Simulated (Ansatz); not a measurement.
MoSF₄, relaxed as a singlet with RKS r2SCAN-D4/def2-SVP in Ansatz, starting from the GFN2-xTB geometry. Force threshold 0.02 eV/Å.

In the def2 sets Mo takes a core potential; there is no spin–orbit coupling. The restricted singlet is unstable towards broken spin symmetry in Hartree–Fock (as tested in another run); at r2SCAN-D4/def2-SVP this wasn't settled.

Start:

```
atom   x (Å)   y (Å)   z (Å)
 Mo1   0.101   0.000   0.077
  S2  -1.605  -0.005  -1.229
  F3  -0.608   0.599   1.570
  F4   0.736   1.617  -0.190
  F5   1.359  -0.597  -0.995
  F6   0.017  -1.614   0.766
```

```json
{"step": "1", "energy (eV)": "-23548.0975", "largest force component (eV/Å)": "6.370", "SCF passes": "21"}
{"step": "2", "energy (eV)": "-23548.8444", "largest force component (eV/Å)": "0.324", "SCF passes": "27"}
{"step": "3", "energy (eV)": "-23548.8508", "largest force component (eV/Å)": "0.168", "SCF passes": "22"}
{"step": "4", "energy (eV)": "-23548.8514", "largest force component (eV/Å)": "0.007", "SCF passes": "24"}
```

Force components are those of the run's own axes.

End:

```xyz
6

Mo    0.017    0.000    0.013
S    -1.639   -0.006   -1.254
F    -0.609    0.618    1.632
F     0.777    1.667   -0.182
F     1.419   -0.615   -1.012
F     0.035   -1.664    0.803
```

By distances, no bond broke or formed. The bond that changes most is Mo1–F6, from 1.76 to 1.84 Å (atoms count from 1).

No frequencies were taken in this run, so the end may be a saddle point.

Run time 9.5 s (2 threads of AMD EPYC 7R13 on a shared host).
